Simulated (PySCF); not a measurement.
Bi(Cl)3 cation (BiCl₃), SMILES [Cl][Bi]([Cl])[Cl] (connectivity only; charge and spin as stated), charge +1, multiplicity 2. Coordinates come from a PBE-D3(BJ)/def2-SVP optimisation. The multiplicity is an assumed one; other spin states were not compared. The isomer is the one that the SMILES or the coordinates give; other isomers of the formula were not compared. The def2 effective core potentials stand for the cores of Bi; spin–orbit coupling is left out.

Method: PBE-D3(BJ)/def2-SVP (PySCF 2.14.0).

Harmonic wavenumbers (cm⁻¹): 80, 95, 172, 230, 310, 370. Rotational constants (GHz): 1.879, 1.087, 1.083; symmetry number 1.

Problem. Work out the zero-point energy and the ideal-gas rigid-rotor harmonic-oscillator thermochemistry at 298.15 K and 1 atm.

Solution. ZPE = ½ Σ hcν = ½ × 1259 cm⁻¹ = 7.53 kJ/mol. H − E(el) = 26.33 kJ/mol. Entropy in J/(mol K): translation 180.50, rotation 122.86, vibration 59.23, spin 5.76, total 368.36. G − E(el) = -83.50 kJ/mol. Cp = 78.33 J/(mol K). Modes under 150 cm⁻¹ make the vibrational entropy uncertain.
